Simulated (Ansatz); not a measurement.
Cost and result for the atomization energy of C₂H₈O₂Si (`C[Si](C)(O)O`) (13 atoms, 12 bonds).

Z-matrix (Å, degrees):
```
C
Si 1 1.866
H 1 1.094 2 111.6
H 1 1.094 2 111.4 3 120.8
H 1 1.093 2 110.5 3 -119.6
C 2 1.854 1 111.8 3 60.7
O 2 1.654 1 109.0 3 -63.3
O 2 1.644 1 111.9 3 179.0
H 6 1.093 2 110.9 1 63.6
H 6 1.092 2 110.3 1 -176.7
H 6 1.093 2 111.2 1 -56.7
H 7 0.957 2 117.4 1 24.2
H 8 0.958 2 116.7 1 78.0
```

The species carries charge 0 and has multiplicity 1. Geometry: relaxed with PBE0-D4/def2-TZVP. It is one conformer, not always the lowest. Program: Ansatz. All runs use 4 threads of an Arm Neoverse V2 on a shared host. Times are those of one run each, without the atoms' runs, and a repeat can differ threefold. Electronic energies, without spin–orbit coupling; frozen cores. CCSD(T)/CBS adds CCSD(T) − MP2 in def2-TZVPP to the MP2 limit, and its time is that of the two runs behind it. T1 = 0.010. B3LYP takes the VWN-RPA correlation (the form of Gaussian; ORCA's B3LYP/G). HSE06 is the plane-wave form, built on full-range PBE exchange.

CCSD(T)/CBS is a level of theory with its own doubt, some kJ/mol a heavy atom from the limit and from the frozen cores, so smaller differences don't rank the functionals.

| level | functions | wall time |
| --- | --- | --- |
| BLYP-D4/def2-TZVPP | 278 | 2.1 s |
| BHLYP-D4/def2-TZVPP | 278 | 3.4 s |
| HSE06-D4/def2-TZVPP | 278 | 3.6 s |
| B3LYP-D4/def2-TZVPP (with forces) | 278 | 5 s |
| r2SCANh-D4/def2-TZVPP | 278 | 5 s |
| B2PLYP/def2-TZVPP | 278 | 6 s |
| PBE-QIDH/def2-TZVPP | 278 | 6 s |
| CCSD(T)/def2-SVP | 114 | 7 s |
| ωB97X-V/def2-TZVPP | 278 | 8 s |
| B97M-V/def2-TZVPP | 278 | 9.5 s |
| MP2/def2-QZVPP | 538 | 26 s |
| CCSD(T)/def2-TZVPP | 278 | 3.9 min |
| CCSD(T)/CBS(def2) | – | 4.3 min |

Problem. What atomization energy does each give, and how far from CCSD(T)/CBS? (Best estimate.)

Solution. The calculation gave: 
```csv
level,atomization (kJ/mol),difference from CCSD(T)/CBS,per bond
BLYP-D4/def2-TZVPP,5066.6,-47.4,-4.0
BHLYP-D4/def2-TZVPP,4954.5,-159.5,-13.3
HSE06-D4/def2-TZVPP,5075.8,-38.2,-3.2
B3LYP-D4/def2-TZVPP (with forces),5083.9,-30.1,-2.5
r2SCANh-D4/def2-TZVPP,5076.3,-37.7,-3.1
B2PLYP/def2-TZVPP,5043.0,-71.0,-5.9
PBE-QIDH/def2-TZVPP,5055.0,-59.0,-4.9
CCSD(T)/def2-SVP,4774.0,-340.0,-28.3
ωB97X-V/def2-TZVPP,5101.6,-12.4,-1.0
B97M-V/def2-TZVPP,5099.9,-14.1,-1.2
MP2/def2-QZVPP,5138.7,24.7,2.1
CCSD(T)/def2-TZVPP,4982.3,-131.7,-11.0
CCSD(T)/CBS(def2),5114.0,0.0,0.0
```

The D4 term adds +40.0 kJ/mol with B3LYP and +21.1 kJ/mol with PBE0; it sums over pairs of atoms, weighted by their polarisabilities, and B3LYP, whose exchange is more repulsive, gets the larger term. From PBE to PBE0 (25 % exact exchange), in def2-TZVPP and without D4, the atomization energy moves by −70.3 kJ/mol: exact exchange takes away binding that semilocal exchange gives to molecules. Leaving LDA and LC-ωPBE aside and taking each functional with its dispersion term where it has one, the values, not all of them listed here, spread over 192.2 kJ/mol, from BHLYP-D4 to PBE-D4. LDA lies +646.7 kJ/mol from PBE without D4, its usual overbinding.
